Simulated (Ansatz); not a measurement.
One geometry of AlCl₂H₃OSi (`[SiH3][O][Al]([Cl])[Cl]`), several functionals.

```yaml
crystal:
  periodic: [false, false, false]
  atoms:
    - {symbol: Si, position_ang: [0.040701, -0.861646, 1.239182]}
    - {symbol: O, position_ang: [0.013407, 0.057988, -0.106107]}
    - {symbol: Al, position_ang: [-0.022839, 0.997646, -1.472439]}
    - {symbol: Cl, position_ang: [-0.792791, 0.241625, -3.242084]}
    - {symbol: Cl, position_ang: [0.702594, 2.938709, -1.426946]}
    - {symbol: H, position_ang: [-0.074054, 0.003385, 2.441156]}
    - {symbol: H, position_ang: [1.319356, -1.615322, 1.295727]}
    - {symbol: H, position_ang: [-1.094274, -1.819484, 1.215611]}
basis:
  gaussian: {orbitals: def2-TZVPP}
hamiltonian: {xc: lda}
output: {orbitals: {seedname: orbitals}}
```

```sh
$ ansatz run in.yaml --threads 4 --pin off --events-out ev --progress --plain
```

Shortened log:

```
Functional definition: SPW92
1473 factors; their error is unknown
mean field evaluation 1: about -41459.7997 eV, gradient 7.0e1 eV
mean field evaluation 2: about -41400.4902 eV, gradient 1.7e2 eV
mean field evaluation 4: about -41467.9017 eV, gradient 1.3e1 eV
mean field evaluation 8: about -41468.2453 eV, gradient 1.8e-1 eV
mean field evaluation 16: about -41468.2117 eV, gradient 5.0e-5 eV
mean field -41468.21168792 eV, -1523.9286713677 hartree, gradient 5.0e-5 eV, S^2 0.000000; 0 other end points of the search recorded, 0 dependent functions left out
reference -41468.21173235 eV, -1523.9286730003 hartree; 36, 36 occupied and 205, 205 virtual orbitals, 1473 factors
Total energy: -41468.21173235 eV, -1523.9286730003 hartree
```

Run time 0.85 s (4 threads of a server CPU on a shared host); peak host memory 0.38 GiB.

With the line `hamiltonian: {xc: {name: PBE-QIDH}}` (abridged; 3.1 s):

```
Functional definition: PBE-QIDH
mean field evaluation 16: about -41590.1530 eV, gradient 4.4e-5 eV
mean field -41590.15299363 eV, -1528.4099316976 hartree, gradient 9.1e-6 eV, S^2 0.000000
21 core orbitals not correlated: weight in the atoms' cores, before any rotation towards them, 1.000 or more for the frozen orbitals, at most 0.000 for the correlated occupied ones
second order -24.47458967 eV of doubles, -0.00000000 eV of singles
Total energy: -41598.31120484 eV, -1528.7097404297 hartree
```

Changing it to `hamiltonian: {xc: {name: B3LYP}, dispersion: d4}` and forces (abridged; 3.1 s):

```
Functional definition: B3LYP
mean field evaluation 16: about -41626.6198 eV, gradient 1.5e-5 eV
mean field -41626.61981880 eV, -1529.7500628045 hartree, gradient 1.5e-5 eV, S^2 0.000000
Total energy: -41626.97420282 eV, -1529.7630861773 hartree
Atom 0 force     0.006103    -0.133395     0.193099 eV/Å
Atom 1 force    -0.001176     0.020353    -0.029284 eV/Å
Atom 2 force     0.001320    -0.009194     0.012526 eV/Å
Atom 3 force    -0.055726    -0.059174    -0.121060 eV/Å
Atom 4 force     0.052339     0.135740     0.010108 eV/Å
Atom 5 force     0.006377    -0.058243    -0.072419 eV/Å
Atom 6 force    -0.081060     0.045024     0.000681 eV/Å
Atom 7 force     0.071823     0.058888     0.006349 eV/Å
Dipole moment:     0.002824    -0.105919     0.155168 e Å
```

The same input with `hamiltonian: {xc: {name: wB97X-V}}` (abridged; 4.5 s):

```
Functional definition: wB97X-V
mean field evaluation 16: about -41617.8615 eV, gradient 2.1e-5 eV
mean field -41617.86149476 eV, -1529.4282003328 hartree, gradient 2.1e-5 eV, S^2 0.000000
Total energy: -41617.86149245 eV, -1529.4282002479 hartree
```

Changing it to `hamiltonian: {xc: {name: wB97M-V}}` and forces (abridged; 6 s):

```
Functional definition: wB97M-V
mean field evaluation 16: about -41621.7954 eV, gradient 2.5e-5 eV
mean field -41621.79539999 eV, -1529.5727686834 hartree, gradient 2.5e-5 eV, S^2 0.000000
Total energy: -41621.79545590 eV, -1529.5727707382 hartree
Atom 0 force     0.008806    -0.174597     0.252112 eV/Å
Atom 1 force    -0.000827     0.001850    -0.002076 eV/Å
Atom 2 force    -0.000240     0.039384    -0.058357 eV/Å
Atom 3 force    -0.019754    -0.018125    -0.045133 eV/Å
Atom 4 force     0.017704     0.049435     0.000330 eV/Å
Atom 5 force     0.012512    -0.104953    -0.144911 eV/Å
Atom 6 force    -0.154511     0.090576    -0.005919 eV/Å
Atom 7 force     0.136311     0.116430     0.003955 eV/Å
Dipole moment:     0.002610    -0.103021     0.151041 e Å
```

Changing it to `hamiltonian: {xc: {name: B2PLYP}}` (abridged; 2.6 s):

```
Functional definition: B2PLYP
mean field evaluation 16: about -41602.8081 eV, gradient 3.7e-5 eV
mean field -41602.80814798 eV, -1528.8750000420 hartree, gradient 6.6e-6 eV, S^2 0.000000
21 core orbitals not correlated: weight in the atoms' cores, before any rotation towards them, 1.000 or more for the frozen orbitals, at most 0.000 for the correlated occupied ones
second order -26.36397010 eV of doubles, -0.00000000 eV of singles
Total energy: -41609.92661413 eV, -1529.1365988480 hartree
```

B3LYP takes the VWN-RPA correlation (the form of Gaussian; ORCA's B3LYP/G).
